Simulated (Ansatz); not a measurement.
CH₆N₂SiZn (`[NH2][Zn][N]1C[SiH2]1`). Charge 0, multiplicity 1. The geometry is a stationary point of PBE0-D4/def2-TZVP. It is one conformer, not always the lowest.

```xyz
11

N    -1.737   -2.157    1.574
Zn   -0.780   -0.876    0.723
N     0.212    0.322   -0.181
C     1.197    0.233   -1.298
Si    0.798    1.864   -0.574
H    -1.531   -2.316    2.550
H    -2.741   -2.132    1.466
H     0.798   -0.059   -2.270
H     2.141   -0.262   -1.069
H    -0.086    2.830   -1.272
H     1.729    2.555    0.351
```

(1) What is the dipole moment at PBE/def2-TZVPP? (An estimate is asked.)

(2) And with r2SCAN, B3LYP, ωB97M-V? (An estimate is asked.)

(3) Give the Mulliken charges with PBE, B3LYP, ωB97M-V in def2-TZVPP. (An estimate is asked.)

Results:

(1) Computed: 0.91 D, with components (-0.57, 0.20, 0.68) D in this frame, pointing from negative to positive charge.

(2) Computed: r2SCAN 0.93 D, B3LYP 0.97 D, ωB97M-V 1.05 D.

(3) Ansatz gave: 
```json
{"atom": "N1", "PBE": "-0.40", "B3LYP": "-0.43", "ωB97M-V": "-0.41"}
{"atom": "Zn2", "PBE": "0.13", "B3LYP": "0.25", "ωB97M-V": "0.31"}
{"atom": "N3", "PBE": "-0.14", "B3LYP": "-0.24", "ωB97M-V": "-0.29"}
{"atom": "C4", "PBE": "-0.17", "B3LYP": "-0.20", "ωB97M-V": "-0.27"}
{"atom": "Si5", "PBE": "0.27", "B3LYP": "0.35", "ωB97M-V": "0.30"}
{"atom": "H6", "PBE": "0.14", "B3LYP": "0.12", "ωB97M-V": "0.10"}
{"atom": "H7", "PBE": "0.14", "B3LYP": "0.12", "ωB97M-V": "0.10"}
{"atom": "H8", "PBE": "0.09", "B3LYP": "0.09", "ωB97M-V": "0.11"}
{"atom": "H9", "PBE": "0.09", "B3LYP": "0.09", "ωB97M-V": "0.11"}
{"atom": "H10", "PBE": "-0.07", "B3LYP": "-0.08", "ωB97M-V": "-0.04"}
{"atom": "H11", "PBE": "-0.07", "B3LYP": "-0.08", "ωB97M-V": "-0.04"}
```

B3LYP here is the variant with VWN-RPA as its local correlation; programs differ in this.
